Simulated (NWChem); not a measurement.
**Dipole moment of isocyanic acid (CHNO)**

```xyz
4

N      1.1600    -0.0732     0.0000
C     -0.0468     0.0195     0.0000
O     -1.2104    -0.0341     0.0000
H      1.8440     0.6681     0.0000
```
Charge 0, spin multiplicity 1.

Program: NWChem. The geometry was optimised at PBE0/def2-SVP, a minimum by its harmonic frequencies.

Basis set: 6-31G*. The CCSD dipole comes from the Λ equations, without orbital relaxation.

The correlated methods keep 3 core orbitals frozen. B3LYP has NWChem's definition, with VWN1-RPA local correlation. The Pople sets run with spherical d functions. Coupled-cluster values serve here as a point of comparison, not as the truth.

Question: For the dipole moment, CCSD gives 2.34 D and HF gives 2.52 D. What do PBE, BHandHLYP, B3LYP give?

Answer: PBE: 2.17 D; BHandHLYP: 2.38 D; B3LYP: 2.26 D.
